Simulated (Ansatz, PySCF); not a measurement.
Gas-phase reaction in SMILES: CCCC -> CC(C)C [2-methylpropane]
Structures are relaxed separately at B3LYP-D3(BJ)/def2-TZVP in Ansatz (a program for electronic structure), one conformer each, not searched for the lowest.

Quantity: isomerisation energy (0 K, with B3LYP-D3(BJ) harmonic zero-point energies from PySCF), in eV. Valence correlation only, unless marked. No spin-orbit coupling. Non-relativistic. CBS(X,Y): correlation extrapolated as X^-3; Hartree-Fock from the larger set. The bracket is a focal-point correction in the basis named.

```
level                                                     program  isomerisation energy (eV)  minus last row
-------------------------------------------------  --------------  -------------------------  --------------
HF/cc-pVTZ                                                 Ansatz                      -0.03            0.05
SVWN5/def2-TZVPD                                           Ansatz                      -0.08            0.00
PBE-D3(BJ)/def2-TZVPD                              Ansatz + dftd3                      -0.06            0.02
BLYP-D4/def2-TZVPD                                 Ansatz + dftd4                      -0.06            0.02
revPBE/def2-TZVPD                                          Ansatz                      -0.03            0.05
BHLYP-D3(BJ)/def2-TZVPD                            Ansatz + dftd3                      -0.06            0.02
LC-wPBE-D4/def2-TZVPD                              Ansatz + dftd4                      -0.07            0.01
B2PLYP/def2-TZVPD                                          Ansatz                      -0.06            0.02
MP2/aug-cc-pVDZ                                            Ansatz                      -0.10           -0.02
RI-MP2/aug-cc-pVTZ                                         Ansatz                      -0.09           -0.01
SCS-MP2/6-31G                                              Ansatz                      -0.07            0.01
CCSD/STO-3G                                                Ansatz                      -0.03            0.05
CCSD(T)/STO-3G                                             Ansatz                      -0.03            0.05
CCSD(T)/cc-pVTZ                                            Ansatz                      -0.07            0.01
RI-MP2/CBS(cc-pVTZ,cc-pVQZ)+[CCSD(T)-MP2]/cc-pVTZ          Ansatz                      -0.08            0.00
```
